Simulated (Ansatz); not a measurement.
Basis sets compared for Ge₃Te₂. The state is a singlet with charge 0. Geometry PBE-D4/def2-SVP. Ansatz on 4 threads of Arm Neoverse V2 on a shared host; times are rough, and most runs start from earlier orbitals.

Cartesian coordinates in Å:
```
Ge -0.1036 -0.0378 1.9585
Ge 0.6074 -0.2609 -1.8468
Ge -1.3594 0.8059 -0.3013
Te 1.3772 1.3783 0.1765
Te -0.5216 -1.8855 0.0131
```

In the def2 sets Te takes a core potential; there is no spin–orbit coupling. The structure comes from a short search, and lower isomers may exist.

Binding counts from free atoms (Ge triplet, Te triplet) in the same basis, without a counterpoise term.

```
                            level  functions  energy (Eh)  HOMO (eV)  LUMO (eV)  binding per atom (eV)  wall time
                  PBE-D4/def2-SVP        148   -6765.5006      -5.51      -3.29                   3.00      2.1 s
                 PBE-D4/def2-TZVP        244   -6766.3056      -5.46      -3.28                   3.02      4.3 s
r2SCAN-D4/def2-TZVP (with forces)        244   -6767.4088      -5.71      -3.35                   2.84       11 s
                 PBE0-D4/def2-SVP        148   -6765.6736      -6.37      -2.80                   2.81      4.5 s
                PBE0-D4/def2-TZVP        244   -6766.4774      -6.29      -2.75                   2.84       12 s
```

**Question.** Estimate the rows for PBE-D4/def2-TZVPD, r2SCAN-D4/def2-TZVPD, PBE0-D4/def2-TZVPD.

**Answer.** 
```tsv
level	functions	energy (Eh)	HOMO (eV)	LUMO (eV)	binding per atom (eV)	wall time
PBE-D4/def2-TZVPD	280	-6766.3072	-5.48	-3.30	3.02	7.5 s
r2SCAN-D4/def2-TZVPD	280	-6767.4105	-5.71	-3.35	2.85	13 s
PBE0-D4/def2-TZVPD	280	-6766.4790	-6.30	-2.76	2.85	15 s
```
